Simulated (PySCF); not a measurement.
MgCl2, SMILES [Cl][Mg][Cl]. Atoms are numbered in the order given.

```xyz
3

Mg     0.0000     0.0000     0.0000
Cl     0.0000     0.0000    -2.1675
Cl     0.0000     0.0000     2.1675
```
Charge 0, spin multiplicity 1.

Geometry: ωB97X-D3(BJ)/def2-TZVP. The isomer is the one that the SMILES or the coordinates give; other isomers of the formula were not compared.

Method: PySCF with PBE/def2-TZVPD.

Mulliken values depend strongly on the basis, most of all with diffuse functions as here. Atomic charges (e):

```json
[
 {"atom": "Mg1", "IAO": "1.58", "Mulliken": "0.74"},
 {"atom": "Cl2", "IAO": "-0.79", "Mulliken": "-0.37"},
 {"atom": "Cl3", "IAO": "-0.79", "Mulliken": "-0.37"}
]
```
